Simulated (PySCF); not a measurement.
**Shieldings and the share of exact exchange**

Molecule: `N#C[Si@H]1C[SiH2][SiH2]1`, C2H7NSi3.

Mapped SMILES: `[N:1]#[C:2][Si@H:3]1[CH2:4][SiH2:5][SiH2:6]1`; H(Xn) means a hydrogen on atom n. Ha(C4), Ha(Si5), Ha(Si6) are cis to C2 on the ring; Hb(C4), Hb(Si5), Hb(Si6) are trans to C2 on the ring.

GIAO shieldings (ppm, equivalent atoms averaged) in PySCF 2.14 on the PBE0-D3(BJ)/def2-SVP geometry, basis pcSseg-1, gas phase, non-relativistic:

| functional | exact exchange (%) | σ(N1) | σ(C4) | σ(Si5) | σ(Si3) |
| --- | --- | --- | --- | --- | --- |
| BLYP | 0 | -114.2 | 175.5 | 376.4 | 380.6 |
| BP86 | 0 | -110.1 | 180.6 | 387.6 | 391.2 |
| PBE | 0 | -111.7 | 181.2 | 390.0 | 393.3 |
| B3LYP | 20 | -116.9 | 180.9 | 390.2 | 391.6 |
| PBE0 | 25 | -114.4 | 187.3 | 406.4 | 406.5 |
| BHandHLYP | 50 | -120.7 | 187.6 | 409.9 | 408.6 |
| HF | 100 | -125.4 | 197.8 | 444.7 | 441.0 |

Q: Fit each shielding as a line in the percentage of exact exchange.

A: σ(N1) = -112.4 − 0.14 x (rms 1.5 ppm); σ(C4) = 179.3 + 0.19 x (rms 2.3 ppm); σ(Si5) = 384.3 + 0.59 x (rms 5.5 ppm); σ(Si3) = 387.5 + 0.52 x (rms 5.3 ppm). The functionals also differ in their semilocal parts, which the line can't hold; Hartree–Fock has no correlation at all.

Q: What does the line predict for mPW1PW91 (25 %), and what does the run give?

A: σ(N1): -115.9 predicted, -114.9 computed; σ(C4): 184.1 predicted, 186.4 computed; σ(Si5): 399.1 predicted, 403.9 computed; σ(Si3): 400.5 predicted, 404.4 computed ppm.
